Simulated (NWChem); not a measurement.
# Lowest excitation of isocyanic acid (CHNO)

```xyz
4

N      1.1600    -0.0732     0.0000
C     -0.0468     0.0195     0.0000
O     -1.2104    -0.0341     0.0000
H      1.8440     0.6681     0.0000
```
Charge 0, spin multiplicity 1.

All runs are NWChem calculations. Structure: optimised with PBE0/def2-SVP, a minimum by its harmonic frequencies.

Basis set: aug-cc-pVDZ.

The correlated methods keep 3 core orbitals frozen. Coupled-cluster values serve here as a point of comparison, not as the truth.

**Question.** One of these methods gave a lowest vertical singlet excitation energy of 6.52 eV. Which?
A. CIS
B. TD-PBE
C. EOM-CCSD

**Answer.** B, TD-PBE. The others give 7.12 (CIS), 6.75 (EOM-CCSD).
